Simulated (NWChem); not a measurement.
System: BSi2H7; SMILES [SiH3]B[SiH3]

Here is an NWChem input.

```
start job
memory heap 200 mb stack 900 mb global 1100 mb
geometry units angstroms noautoz
  B     -0.753470    -0.000544     0.298305
  H     -1.883286    -0.008174     0.732729
  Si     0.117443    -1.762112    -0.136818
  H      0.724248    -2.211603     1.164057
  H      1.226783    -1.657035    -1.136013
  H     -0.835092    -2.824858    -0.587293
  Si     0.163864     1.773049     0.045717
  H      1.657994     1.685539     0.044227
  H     -0.254179     2.826796     1.022715
  H     -0.262153     2.223303    -1.324776
end
basis spherical
  * library def2-tzvp
end
dft
  xc b3lyp
  iterations 150
  mulliken
end
task dft energy
```

Parts of the log:

```
             Northwest Computational Chemistry Package (NWChem) 7.3.0
             --------------------------------------------------------

 C2  symmetry detected

                             Geometry "geometry" -> ""
                             -------------------------

 Output coordinates in angstroms (scale by  1.889725989 to convert to a.u.)

  No.       Tag          Charge          X              Y              Z
 ---- ---------------- ---------- -------------- -------------- --------------
    1 B                    5.0000     0.00000000     0.00000000    -0.82188984
    2 H                    1.0000     0.00000000     0.00000000    -2.03237182
    3 Si                  14.0000    -1.77008458    -0.00314526     0.13609220
    4 H                    1.0000    -2.14626189     1.44999201     0.23295723
    5 H                    1.0000    -1.70121394    -0.54203200     1.53070100
    6 H                    1.0000    -2.86588296    -0.71021794    -0.59803845
    7 Si                  14.0000     1.77008458     0.00314526     0.13609220
    8 H                    1.0000     1.70121394     0.54203200     1.53070100
    9 H                    1.0000     2.86588296     0.71021794    -0.59803845
   10 H                    1.0000     2.14626189    -1.44999201     0.23295723

 Effective nuclear repulsion energy (a.u.)     122.5051379272

      Symmetry information
      --------------------

 Group name             C2
 Group number              4
 Group order               2
 No. of unique centers     6

                                 NWChem DFT Module
                                 -----------------

 Summary of "ao basis" -> "ao basis" (spherical)
 ------------------------------------------------------------------------------
       Tag                 Description            Shells   Functions and Types
 ---------------- ------------------------------  ------  ---------------------
 B                         def2-tzvp                11       31   5s3p2d1f
 H                         def2-tzvp                 4        6   3s1p
 Si                        def2-tzvp                13       37   5s5p2d1f

      Symmetry analysis of basis
      --------------------------

        a          76
        b          71

            General Information
            -------------------
          SCF calculation type: DFT
          Wavefunction type:  closed shell.
          No. of atoms     :    10
          No. of electrons :    40
           Alpha electrons :    20
            Beta electrons :    20
          Charge           :     0
          Spin multiplicity:     1
          Use of symmetry is: on ; symmetry adaption is: on
          Maximum number of iterations: 150
          AO basis - number of functions:   147
                     number of shells:    65
          Convergence on energy requested:  1.00D-06
          Convergence on density requested:  1.00D-05
          Convergence on gradient requested:  5.00D-04

              XC Information
              --------------
                         B3LYP Method XC Potential
                     Hartree-Fock (Exact) Exchange  0.200
                        Slater Exchange Functional  0.800 local
                    Becke 1988 Exchange Functional  0.720 non-local
              Lee-Yang-Parr Correlation Functional  0.810
                  VWN I RPA Correlation Functional  0.190 local

             Grid Information
             ----------------
          Grid used for XC integration:  medium
          Radial quadrature: Mura-Knowles
          Angular quadrature: Lebedev.
          Tag              B.-S. Rad. Rad. Pts. Rad. Cut. Ang. Pts.
          ---              ---------- --------- --------- ---------
          B                   0.85       49          10.0       434
          H                   0.35       45          14.0       434
          Si                  1.10       88          12.0       590
          Grid pruning is: on
          Number of quadrature shells:   317
          Spatial weights used:  Erf1

      Superposition of Atomic Density Guess
      -------------------------------------

 Sum of atomic energies:        -605.70419825

      Non-variational initial energy
      ------------------------------

 Total energy =    -606.654596
 1-e energy   =   -1080.410729
 2-e energy   =     351.250995
 HOMO         =      -0.284427
 LUMO         =      -0.085588

      Symmetry analysis of molecular orbitals - initial
      -------------------------------------------------

  Numbering of irreducible representations:

     1 a           2 b

  Orbital symmetries:

     1 a           2 b           3 a           4 a           5 b
     6 a           7 b           8 a           9 b          10 a
    11 b          12 a          13 b          14 a          15 a
    16 b          17 b          18 a          19 a          20 b
    21 b          22 a          23 a          24 b          25 a
    26 a          27 b          28 b          29 b          30 a

     ---------------------------------------------
      Total Density - Mulliken Population Analysis
     ---------------------------------------------

    Atom       Charge   Shell Charges
 -----------   ------   -------------------------------------------------------
    1 B    5     4.93   0.92  1.06  0.59  0.64  0.05  0.72  0.81  0.10  0.01  0.03  0.00
    2 H    1     1.00   0.24  0.52  0.23  0.01
    3 Si  14    13.92   2.00  0.59  1.39  0.90  0.50  4.12  1.73  0.53  1.43  0.58  0.07  0.07  0.01
    4 H    1     1.03   0.22  0.53  0.27  0.01
    5 H    1     1.04   0.22  0.54  0.27  0.01
    6 H    1     1.04   0.22  0.54  0.27  0.01
    7 Si  14    13.92   2.00  0.59  1.39  0.90  0.50  4.12  1.73  0.53  1.43  0.58  0.07  0.07  0.01
    8 H    1     1.04   0.22  0.54  0.27  0.01
    9 H    1     1.04   0.22  0.54  0.27  0.01
   10 H    1     1.03   0.22  0.53  0.27  0.01

   convergence    iter        energy       DeltaE   RMS-Dens  Diis-err
 ---------------- ----- ----------------- --------- --------- ---------
 d= 0,ls=0.0,diis     1   -608.0251725356 -7.31D+02  2.94D-03  6.39D-01
 d= 0,ls=0.0,diis     2   -608.0593520834 -3.42D-02  1.81D-03  3.15D-02
 d= 0,ls=0.0,diis     3   -608.0605367255 -1.18D-03  8.58D-04  2.51D-02
 d= 0,ls=0.0,diis     4   -608.0654965771 -4.96D-03  8.32D-05  2.13D-04
 d= 0,ls=0.0,diis     5   -608.0655386545 -4.21D-05  2.00D-05  1.30D-05
  Resetting Diis
 d= 0,ls=0.0,diis     6   -608.0655403897 -1.74D-06  2.85D-06  5.56D-07
 d= 0,ls=0.0,diis     7   -608.0655404367 -4.70D-08  8.86D-07  9.47D-09

         Total DFT energy =     -608.065540436720
      One electron energy =    -1083.531928166806
           Coulomb energy =      401.468266145910
    Exchange-Corr. energy =      -48.507016342976
 Nuclear repulsion energy =      122.505137927152

 Numeric. integr. density =       39.999970185988

                  Occupations of the irreducible representations
                  ----------------------------------------------

                     irrep           alpha         beta
                     --------     --------     --------
                     a                11.0         11.0
                     b                 9.0          9.0

                       DFT Final Molecular Orbital Analysis
                       ------------------------------------

 Vector   18  Occ=2.000000D+00  E=-3.480532D-01  Symmetry=b
              MO Center=  1.2D-14,  5.0D-15,  4.5D-01, r^2= 6.5D+00
   Bfn.  Coefficient  Atom+Function         Bfn.  Coefficient  Atom+Function
  ----- ------------  ---------------      ----- ------------  ---------------
    54      0.196933   3 Si pz              109     -0.196933   7 Si pz
    82      0.174912   5 H  s               131     -0.174912   8 H  s
    88     -0.145381   6 H  s               137      0.145381   9 H  s
    83      0.112223   5 H  s               132     -0.112223   8 H  s
    81      0.110029   5 H  s               130     -0.110029   8 H  s

 Vector   19  Occ=2.000000D+00  E=-3.189545D-01  Symmetry=a
              MO Center= -1.2D-13, -3.0D-14, -2.1D-01, r^2= 4.3D+00
   Bfn.  Coefficient  Atom+Function         Bfn.  Coefficient  Atom+Function
  ----- ------------  ---------------      ----- ------------  ---------------
     8      0.257238   1 B  pz               33     -0.184015   2 H  s
    11      0.174051   1 B  pz               54     -0.146055   3 Si pz
   109     -0.146055   7 Si pz               34     -0.142104   2 H  s
    82     -0.127000   5 H  s               131     -0.127000   8 H  s
    32     -0.124569   2 H  s                83     -0.100198   5 H  s

 Vector   20  Occ=2.000000D+00  E=-2.872999D-01  Symmetry=b
              MO Center= -3.9D-14,  5.1D-15, -4.0D-01, r^2= 3.9D+00
   Bfn.  Coefficient  Atom+Function         Bfn.  Coefficient  Atom+Function
  ----- ------------  ---------------      ----- ------------  ---------------
     6      0.300353   1 B  px               52     -0.229682   3 Si px
   107     -0.229682   7 Si px                9      0.200394   1 B  px
    55     -0.106410   3 Si px              110     -0.106410   7 Si px
    42     -0.100326   3 Si s                97      0.100326   7 Si s
    88      0.097074   6 H  s               137     -0.097074   9 H  s

 Vector   21  Occ=0.000000D+00  E=-1.111015D-01  Symmetry=b
              MO Center=  5.4D-14,  1.4D-14, -6.2D-01, r^2= 3.1D+00
   Bfn.  Coefficient  Atom+Function         Bfn.  Coefficient  Atom+Function
  ----- ------------  ---------------      ----- ------------  ---------------
    13      0.345787   1 B  py                7      0.342508   1 B  py
    10      0.326851   1 B  py               77     -0.179990   4 H  s
   144      0.179990  10 H  s                89      0.085640   6 H  s
   138     -0.085640   9 H  s                76     -0.084172   4 H  s
   143      0.084172  10 H  s                83      0.077667   5 H  s

 Vector   22  Occ=0.000000D+00  E= 1.720240D-02  Symmetry=a
              MO Center=  6.5D-13,  6.5D-14, -7.0D-02, r^2= 8.2D+00
   Bfn.  Coefficient  Atom+Function         Bfn.  Coefficient  Atom+Function
  ----- ------------  ---------------      ----- ------------  ---------------
     5      1.978889   1 B  s                42     -1.616891   3 Si s
    97     -1.616891   7 Si s                77      0.808620   4 H  s
   144      0.808620  10 H  s                89      0.565157   6 H  s
   138      0.565157   9 H  s                56     -0.424750   3 Si py
   111      0.424750   7 Si py               34     -0.382274   2 H  s

 Vector   23  Occ=0.000000D+00  E= 2.456311D-02  Symmetry=a
              MO Center=  2.8D-13, -2.1D-13, -5.4D-02, r^2= 8.5D+00
   Bfn.  Coefficient  Atom+Function         Bfn.  Coefficient  Atom+Function
  ----- ------------  ---------------      ----- ------------  ---------------
     5      1.110871   1 B  s                42     -0.983405   3 Si s
    97     -0.983405   7 Si s                 4      0.872141   1 B  s
    14      0.741399   1 B  pz               57      0.693754   3 Si pz
   112      0.693754   7 Si pz               55     -0.589972   3 Si px
   110      0.589972   7 Si px               89      0.502850   6 H  s

     ---------------------------------------------
      Total Density - Mulliken Population Analysis
     ---------------------------------------------

    Atom       Charge   Shell Charges
 -----------   ------   -------------------------------------------------------
    1 B    5     4.91   0.91  1.06  0.54  0.59  0.01  0.92  0.77  0.07  0.01  0.02  0.00
    2 H    1     0.97   0.26  0.49  0.21  0.01
    3 Si  14    13.91   2.00  0.57  1.39  0.92  0.47  4.13  1.68  0.63  1.45  0.45  0.10  0.10  0.02
    4 H    1     1.05   0.25  0.54  0.26  0.01
    5 H    1     1.05   0.25  0.54  0.25  0.01
    6 H    1     1.05   0.25  0.54  0.25  0.01
    7 Si  14    13.91   2.00  0.57  1.39  0.92  0.47  4.13  1.68  0.63  1.45  0.45  0.10  0.10  0.02
    8 H    1     1.05   0.25  0.54  0.25  0.01
    9 H    1     1.05   0.25  0.54  0.25  0.01
   10 H    1     1.05   0.25  0.54  0.26  0.01

     -------------------------------------------
      Total Density - Lowdin Population Analysis
     -------------------------------------------

    Atom       Charge   Shell Charges
 -----------   ------   -------------------------------------------------------
    1 B    5     5.49   0.95  1.00  0.38  0.37  0.20  0.79  1.03  0.48  0.02  0.25  0.02
    2 H    1     0.93   0.25  0.42  0.23  0.03
    3 Si  14    13.72   2.00  0.83  1.10  0.54  0.33  3.85  1.87  0.72  1.28  0.75  0.10  0.30  0.05
    4 H    1     1.01   0.24  0.46  0.29  0.02
    5 H    1     1.03   0.25  0.47  0.29  0.02
    6 H    1     1.03   0.25  0.47  0.29  0.02
    7 Si  14    13.72   2.00  0.83  1.10  0.54  0.33  3.85  1.87  0.72  1.28  0.75  0.10  0.30  0.05
    8 H    1     1.03   0.25  0.47  0.29  0.02
    9 H    1     1.03   0.25  0.47  0.29  0.02
   10 H    1     1.01   0.24  0.46  0.29  0.02

     Multipole analysis of the density
     ---------------------------------

     L   x y z        total         alpha         beta         nuclear
     -   - - -        -----         -----         ----         -------
     0   0 0 0     -0.000000    -20.000000    -20.000000     40.000000

     1   1 0 0     -0.000000     -0.000000     -0.000000      0.000000
     1   0 1 0     -0.000000     -0.000000     -0.000000      0.000000
     1   0 0 1     -0.148663     -0.074332     -0.074332     -0.000000

     2   2 0 0    -30.521076   -228.019714   -228.019714    425.518352
     2   1 1 0      0.033208      0.290167      0.290167     -0.547126
     2   1 0 1      0.000000      0.000000      0.000000      0.000000
     2   0 2 0    -27.541666    -24.129860    -24.129860     20.718055
     2   0 1 1      0.000000      0.000000      0.000000      0.000000
     2   0 0 2    -29.038340    -38.689150    -38.689150     48.339960
```

Level: B3LYP/def2-TZVP. Geometry: optimised at PBE0/def2-SVP. B3LYP is NWChem's, with the RPA form of VWN correlation.
